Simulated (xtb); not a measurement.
Be(Cl)(SiH3) (BeClH3Si), SMILES [SiH3][Be][Cl]. All values are semi-empirical tight-binding results from xtb (GFN2-xTB unless named), good for trends rather than for accurate numbers. Geometry: GFN2-xTB.

For metal compounds this method's bond lengths and energies can be far off.

Computed properties:
The point group as xtb finds it is C3v. The orbital gap is 3.92 eV and the zero-point energy is 16.3 kcal/mol. The G − E(el) at 298.15 K (modified RRHO) is -0.9 kcal/mol.
